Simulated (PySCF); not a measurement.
Structure problem from calculated spectra and properties.

Elements present: C, H, N, O and Si. Monoisotopic mass: 135.0172 u.

| Quantity | Value |
| --- | --- |
| UV, strongest line | among the 8 lowest singlet transitions: S8 at 7.94 eV (156 nm, f = 0.093) [TDDFT CAM-B3LYP/def2-SVPD] |
| Rotational structure | rotational constants A, B, C: 2.001, 1.547, 1.171 GHz [GFN2-xTB] |
| Dipole | 2.80 D [CAM-B3LYP/def2-SVPD] |
| UV, first state | lowest singlet excitation: 5.88 eV (211 nm, f = 0.002) [TDDFT CAM-B3LYP/def2-SVPD] |
| Polarisability | 91.9 au [CAM-B3LYP/def2-SVPD] |
| 13C NMR | chemical shifts (computed TMS as zero) by class: 166.4 (1 C), 0.8 (1 C) ppm [GIAO PBE0/pcSseg-1] |

The electronic properties come from PySCF, for the isolated species, density fitting. Levels stand in brackets. The structure is a single GFN2-xTB conformer in the gas phase; no vibrational or solvent corrections. NMR classes are plain means over equivalent atoms (diastereotopic ones count apart unless rotation or inversion swaps them), as if these changed places fast.

Question: Which formula fits the mass and the elements?

Answer: C2H9NO2Si2 (calculated 135.0172). No other formula that holds each of these elements comes within 0.0003 u with a fitting electron parity and a possible valence count.

Question: Give a SMILES that accounts for the data.

Answer: Numbering: `[CH3:1][Si@@:2]([NH2:3])([SiH3:4])[O:5][CH:6]=[O:7]`. Its formula, C2H9NO2Si2, gives 1 degree of unsaturation: 0 rings and 1 π bond in the structure found. 2 carbons fall into 2 classes; from least to most shielded: carbonyl carbon [C6] (166.4 ppm), Si-methyl carbon [C1] (0.8 ppm). The optimised geometry has point group C1 and is an asymmetric top. Structure: `C[Si@@](N)([SiH3])OC=O`. Computed isomers that give other values at the same levels: `[SiH3]N[SiH]1OCCO1` (13C chemical shifts (computed TMS as zero) by class: 65.9 (2 C) ppm); `CC(=O)N[SiH2]O[SiH3]` (13C chemical shifts (computed TMS as zero) by class: 178.4 (1 C), 24.3 (1 C) ppm); `C=C[SiH2]O[Si@H](N)O` (13C chemical shifts (computed TMS as zero) by class: 143.7 (1 C), 143.5 (1 C) ppm). The assignments are read from this structure; whether some other isomer fits the data as well wasn't checked. The mirror image fits equally.

Conformer computed: `[CH3:1][Si@@:2]([NH2:3])([SiH3:4])[O:5][CH:6]=[O:7]`: C1–Si2–O5–C6 -135°, Si2–O5–C6–O7 3°, H–N3–Si2–C1 175°, H–N3–Si2–C1 -38°.
